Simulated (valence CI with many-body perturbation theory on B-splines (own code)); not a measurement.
**E1 line list for Sc**

Level of theory: relativistic CI+MBPT: three valence electrons over a frozen Dirac-Fock core [Ar], a basis of 7 s, 7 p, 8 d, 6 f, 4 g, 1 h functions for each j, with the one-electron correlation potential Σ1, the two-electron term Σ2, the three-electron term Σ3, Breit, model QED; selected CI, second order for the rest, scaled by the run's own slope (own B-spline code, finite nucleus).

Set against measurement, 36 paired levels are off by 313 cm⁻¹ on average, the worst by 843. These come from a selection out of the NIST Handbook of Basic Atomic Spectroscopic Data. Levels without a partner in it may be off by more, other configurations by 1,000 to 4,000 cm⁻¹.

Lines 351 to 400 of 497 in falling wavelength, among levels below 44231 cm⁻¹, chosen from the strongest by gf and those to the six lowest levels. Wavelengths and rates use the calculated energies, so an error of 300 cm⁻¹ moves a line at 409.9 nm by 1.2 % and its rate by three times that or more. Electric multipoles are in the length gauge, E1 and E2 with the static RPA response of the core. Weak lines are less certain than strong ones. Lines between different terms over intervals too small for the method are left out, as are lines whose strength nearly cancels and 15 of this kind that miss the measured wavelength by over 7 %. Where a level lies close to another of its J and parity, the split of strength between their lines is uncertain. The highest levels of a list are the least certain.

Names give the largest LS component (configuration and term), which can be under half, so a name can repeat, a term be missing and a line seem to break the LS rules; names also repeat where a configuration has a term twice. Letters in brackets count levels of one name in rising energy.

```
λ vac (nm)  λ from measured levels               Upper               Lower   A (s⁻¹)  log gf  Branch %
     425.7                          3d4s5p ²P°_1/2 [c]        3d²4s ²P_1/2  2.40e+07   -0.88      23.8
     424.8                          3d4s5p ²P°_3/2 [c]        3d²4s ²P_3/2  3.04e+07   -0.48      29.0
     423.5                           3d²4p ²F°_5/2 [c]        3d²4s ²G_7/2  8.10e+07    0.12      66.0
     423.4                               3d4s4d ⁴D_5/2      3d4s4p ⁴D°_7/2  1.23e+07   -0.70       8.8
     422.9                           3d²4p ²F°_7/2 [c]        3d²4s ²G_9/2  7.73e+07    0.22      61.8
     422.8                               3d4s4d ⁴D_3/2      3d4s4p ⁴D°_5/2  2.04e+07   -0.66      14.6
     422.6                               3d4s4d ⁴D_7/2      3d4s4p ⁴D°_7/2  7.00e+07    0.18      50.2
     422.2                               3d4s4d ⁴D_5/2      3d4s4p ⁴D°_5/2  3.47e+07   -0.25      24.8
     421.4                               3d4s4d ⁴D_7/2      3d4s4p ⁴D°_5/2  8.87e+06   -0.72       6.4
     421.1                               3d4s4d ⁴D_1/2      3d4s4p ⁴D°_3/2  2.45e+07   -0.88      17.5
     420.8                               3d4s4d ⁴D_3/2      3d4s4p ⁴D°_3/2  2.77e+07   -0.53      19.8
     420.7                               3d4s4d ⁴D_1/2      3d4s4p ⁴D°_1/2  4.30e+07   -0.64      30.7
     420.5                           3d4s4d ²D_5/2 [b]  3d4s4p ²P°_3/2 [a]  2.23e+07   -0.45      24.7
     420.4                               3d4s4d ⁴D_5/2  3d4s4p ²D°_5/2 [a]  1.43e+07   -0.64      10.2
     420.4                               3d4s4d ⁴D_3/2      3d4s4p ⁴D°_1/2  2.35e+07   -0.60      16.8
     420.2                               3d4s4d ⁴D_7/2      3d4s4p ⁴F°_9/2  1.16e+07   -0.61       8.3
     420.2                               3d4s4d ⁴D_5/2      3d4s4p ⁴D°_3/2  1.90e+07   -0.52      13.6
     419.6                               3d4s4d ⁴D_7/2  3d4s4p ²D°_5/2 [a]  6.50e+06   -0.86       4.7
     418.8                           3d4s4d ²S_1/2 [b]  3d4s4p ²P°_3/2 [a]  4.50e+07   -0.63      57.5
     418.5                               3d4s4d ⁴D_5/2      3d4s4p ⁴F°_7/2  1.32e+07   -0.68       9.4
     417.8                           3d4s4d ²D_3/2 [b]  3d4s4p ²P°_1/2 [a]  1.75e+07   -0.74      19.4
     417.6                               3d4s4d ⁴G_7/2  3d4s4p ²D°_5/2 [a]  9.42e+06   -0.71       6.6
     417.2                               3d4s4d ⁴G_9/2      3d4s4p ⁴F°_9/2  9.67e+06   -0.60       6.7
     416.9                               3d4s4d ⁴D_3/2      3d4s4p ⁴F°_5/2  1.51e+07   -0.80      10.8
     416.5                                  3d³ ²F_7/2      3d4s4p ⁴D°_5/2  8.73e+06   -0.74      13.9
     416.2                                  3d³ ²F_5/2  3d4s4p ²D°_3/2 [a]  3.00e+07   -0.33      47.3
     416.0                              3d4s4d ⁴G_11/2      3d4s4p ⁴F°_9/2  1.42e+08    0.65      99.3
     415.7                               3d4s4d ⁴G_7/2      3d4s4p ⁴F°_7/2  1.66e+07   -0.46      11.6
     414.8                                  3d³ ²F_5/2      3d4s4p ⁴D°_3/2  1.65e+07   -0.59      26.0
     414.8                                  3d³ ²F_7/2  3d4s4p ²D°_5/2 [a]  3.82e+07   -0.10      60.7
     414.7                               3d4s4d ⁴G_9/2      3d4s4p ⁴F°_7/2  1.30e+08    0.53      90.7
     414.3                               3d4s4d ⁴G_5/2      3d4s4p ⁴F°_5/2  1.66e+07   -0.59      11.5
     414.0                                3d²5s ⁴F_5/2      3d4s4p ⁴D°_5/2  1.03e+07   -0.80      12.2
     413.5                               3d4s4d ⁴G_7/2      3d4s4p ⁴F°_5/2  1.16e+08    0.37      80.6
     413.4                                3d²5s ⁴F_5/2  3d4s4p ²D°_3/2 [a]  1.11e+07   -0.77      13.1
     413.0                                3d²5s ⁴F_7/2      3d4s4p ⁴D°_5/2  2.90e+07   -0.23      34.1
     413.0                                3d²5s ⁴F_9/2      3d4s4p ⁴D°_7/2  4.34e+07    0.04      50.4
     412.8                               3d4s4d ⁴G_5/2      3d4s4p ⁴F°_3/2  1.17e+08    0.25      81.6
     412.4                                3d²5s ⁴F_3/2      3d4s4p ⁴D°_1/2  2.70e+07   -0.56      31.9
     412.0                                3d²5s ⁴F_5/2      3d4s4p ⁴D°_3/2  1.82e+07   -0.56      21.5
     410.8                                3d²5s ⁴F_9/2      3d4s4p ⁴F°_9/2  2.38e+07   -0.22      27.7
     409.9                   404.9  3d4s4p ²D°_3/2 [b]        3d4s² ²D_5/2  1.87e+07   -0.72      10.7
     409.4                                3d²5s ⁴F_7/2      3d4s4p ⁴F°_7/2  2.20e+07   -0.35      25.9
     408.4                   408.4  3d4s4p ²P°_3/2 [b]        3d4s² ²D_5/2  4.31e+07   -0.37      83.9
     408.2                                3d²5s ⁴F_5/2      3d4s4p ⁴F°_5/2  1.90e+07   -0.55      22.4
     407.6                                3d²5s ⁴F_3/2      3d4s4p ⁴F°_3/2  1.98e+07   -0.70      23.4
     407.4                   402.5  3d4s4p ²D°_5/2 [b]        3d4s² ²D_5/2  1.60e+08    0.38      90.9
     407.1                   402.2  3d4s4p ²D°_3/2 [b]        3d4s² ²D_3/2  1.56e+08    0.19      88.9
     405.7                   405.6  3d4s4p ²P°_1/2 [b]        3d4s² ²D_3/2  5.12e+07   -0.60      98.2
     405.6                   405.6  3d4s4p ²P°_3/2 [b]        3d4s² ²D_3/2  7.34e+06   -1.14      14.3
```

Question: How does gf follow from A for the line at 412.0 nm?

Answer: gf = 1.4992 × (2J+1)_upper × A / σ², with σ = 24273 cm⁻¹ and 2J+1 = 6: gf = 0.278.
